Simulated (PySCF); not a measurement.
Geometries of 2 isomers of C8H7N, from PBE0-D3(BJ)/def2-SVP geometry optimisation, gas phase (PySCF 2.14.0). One conformer each, no zero-point energy, no frequencies.

Problem. Which is lower in electronic energy at this level?
A.
```xyz
16
angstrom
C     -2.549   -0.705   -0.123
C     -1.159   -0.141   -0.081
C     -0.939    1.232   -0.256
C      0.347    1.766   -0.246
C      1.449    0.939   -0.057
C      1.247   -0.436    0.123
C      2.369   -1.303    0.325
N      3.279   -2.003    0.487
C     -0.051   -0.968    0.112
H     -2.600   -1.693    0.356
H     -3.267   -0.042    0.380
H     -2.891   -0.825   -1.165
H     -1.796    1.896   -0.403
H      0.493    2.839   -0.383
H      2.462    1.345   -0.044
H     -0.188   -2.042    0.257
```
B.
```xyz
16
angstrom
C      3.725    0.165    0.141
C      2.279    0.076    0.053
C      1.069    0.003   -0.022
C     -0.352   -0.086   -0.111
C     -1.192    0.889    0.451
C     -2.568    0.743    0.328
C     -3.063   -0.371   -0.351
N     -2.282   -1.304   -0.889
C     -0.970   -1.166   -0.772
H      4.035    0.704    1.049
H      4.144    0.700   -0.727
H      4.183   -0.836    0.170
H     -0.757    1.743    0.973
H     -3.251    1.481    0.752
H     -4.144   -0.513   -0.464
H     -0.343   -1.944   -1.222
```

Solution. A. That is `Cc1cccc(C#N)c1` (meta-tolunitrile), 33.9 kcal/mol below the other.

| SMILES | atoms numbered as above | E (Eh) | relative (kcal/mol) | relative (kJ/mol) | dipole (D) |
| --- | --- | --- | --- | --- | --- |
| Cc1cccc(C#N)c1 | [CH3:1][c:2]1[cH:3][cH:4][cH:5][c:6]([C:7]#[N:8])[cH:9]1 | -363.12624 | 0.0 | 0.0 | 4.81 |
| CC#Cc1cccnc1 | [CH3:1][C:2]#[C:3][c:4]1[cH:5][cH:6][cH:7][n:8][cH:9]1 | -363.07225 | 33.9 | 141.8 | 2.59 |

As drawn, the lower has a C≡N group, which the higher lacks; the higher has a C≡C bond, which the lower lacks.
